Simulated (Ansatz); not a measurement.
Geometry optimisation, Ansatz 0.2.0, UHF/STO-3G.

Input:

```yaml
crystal:
  periodic: [false, false, false]
  atoms:
    - { symbol: C, position_ang: [1.0553, -0.4264, -2.118] }
    - { symbol: C, position_ang: [1.3878, -0.651, -0.6786] }
    - { symbol: C, position_ang: [0.5582, 0.1719, 0.3412] }
    - { symbol: O, position_ang: [0.7975, 1.5802, 0.0508] }
    - { symbol: Si, position_ang: [-1.2091, -0.4294, 0.6146] }
    - { symbol: C, position_ang: [-2.0515, 0.6219, 1.9231] }
    - { symbol: H, position_ang: [1.6767, -0.9621, -2.7937] }
    - { symbol: H, position_ang: [0.0101, -0.6518, -2.3402] }
    - { symbol: H, position_ang: [1.1339, 0.6917, -2.3464] }
    - { symbol: H, position_ang: [1.3092, -1.7203, -0.446] }
    - { symbol: H, position_ang: [2.4429, -0.3877, -0.5528] }
    - { symbol: H, position_ang: [1.0927, 0.0363, 1.347] }
    - { symbol: H, position_ang: [1.6245, 1.7968, -0.027] }
    - { symbol: H, position_ang: [-2.0013, -0.3522, -0.6249] }
    - { symbol: H, position_ang: [-1.1818, -1.8588, 1.0743] }
    - { symbol: H, position_ang: [-2.0957, 1.6902, 1.6388] }
    - { symbol: H, position_ang: [-1.5023, 0.5864, 2.8757] }
    - { symbol: H, position_ang: [-3.0847, 0.2756, 2.114] }
magnetization:
  spin_polarized: true
basis:
  gaussian: { orbitals: STO-3G }
hamiltonian:
  xc: hf
relax:
  f_tol: 0.02
  max_steps: 50
output:
  orbitals: {}
```

Command:

```bash
$ ansatz run input.yaml --threads 1 --pin off --max-ram 2048MiB --backend cpu --events-out ev --progress --plain --runs-dir out
```

Where does it end, and by what steps?

The forces met the threshold. Limits of this set-up: minimal basis. After 11 steps the energy has fallen by 1.455 eV; H15 moved furthest, 0.45 Å. The start is strongly strained (largest force component 14 eV/Å).

| step | energy less start (eV) | largest force component (eV/Å) | accepted |
| --- | --- | --- | --- |
| 0 | 0.0000 | 14.472 | yes |
| 1 | -1.3822 | 0.576 | yes |
| 2 | -1.4419 | 0.296 | yes |
| 3 | -1.4465 | 0.101 | yes |
| 4 | -1.4482 | 0.029 | yes |
| 5 | -1.4501 | 0.090 | yes |
| 6 | -1.4515 | 0.104 | yes |
| 7 | -1.4532 | 0.096 | yes |
| 8 | -1.4542 | 0.091 | yes |
| 9 | -1.4550 | 0.077 | yes |
| 10 | -1.4552 | 0.059 | yes |
| 11 | -1.4554 | 0.017 | yes |

```xyz
18
Properties=species:S:1:pos:R:3
C 0.982 -0.541 -2.087
C 1.449 -0.625 -0.620
C 0.603 0.236 0.365
O 0.632 1.632 0.004
Si -1.211 -0.280 0.497
C -1.999 0.555 1.961
H 1.681 -1.060 -2.736
H 0.004 -0.994 -2.214
H 0.921 0.495 -2.407
H 1.433 -1.662 -0.289
H 2.486 -0.293 -0.566
H 1.060 0.107 1.354
H 1.593 1.873 0.013
H -1.910 0.065 -0.693
H -1.261 -1.694 0.664
H -1.947 1.633 1.870
H -1.509 0.280 2.886
H -3.043 0.284 2.050
```

Whether the end is a true minimum wasn't checked by a vibrational analysis.

Run time: 21 s on 1 thread of Arm Neoverse V2, with other jobs on the host, peak memory 0.13 GiB.
